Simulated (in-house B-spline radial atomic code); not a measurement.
A radial electron density 4πr²n(r) was computed for an atom or ion in its tabulated ground configuration with an all-electron radial atomic-structure program (B-spline basis); method: non-relativistic OLYP, spin-polarised, spherical fractional occupations. Columns: r (bohr), 4πr²n(r) (electrons per bohr), bar.

```
 0.00283   0.8194 #
 0.00337    1.132 ##
 0.00401    1.555 ##
 0.00478    2.129 ###
 0.00569    2.888 ####
 0.00677    3.882 #####
 0.00807    5.182 #######
  0.0096    6.816 ##########
  0.0114    8.818 ############
  0.0136     11.3 ################
  0.0162    14.16 ####################
  0.0193    17.34 ########################
   0.023    20.67 #############################
  0.0274    23.84 ##################################
  0.0326    26.46 #####################################
  0.0388    28.17 ########################################
  0.0462    28.62 ########################################
  0.0551    27.72 #######################################
  0.0656    25.79 ####################################
  0.0781     23.6 #################################
   0.093    22.23 ###############################
   0.111    22.63 ################################
   0.132       25 ###################################
   0.157    28.46 ########################################
   0.187    31.18 ############################################
   0.223    31.06 ############################################
   0.265    27.21 ######################################
   0.316    20.48 #############################
   0.376    13.74 ###################
   0.448    9.661 ##############
   0.533    9.194 #############
   0.635    10.71 ###############
   0.756    11.53 ################
     0.9    10.09 ##############
    1.07    6.898 ##########
    1.28    3.495 #####
    1.52    1.367 ##
    1.81   0.3903 #
    2.15  0.08012 
    2.57 0.009731 
    3.05 0.0007421
```

Problem. Which atom or ion is it?
A. Ti6+
B. V6+
C. Cr6+
D. Mn6+

Solution. C. The area under the curve, ∫4πr²n dr = ∫r·4πr²n d(ln r) on this logarithmic grid, is 18 electrons, which only this option has. The configuration is [Ne] 3s2 3p6.
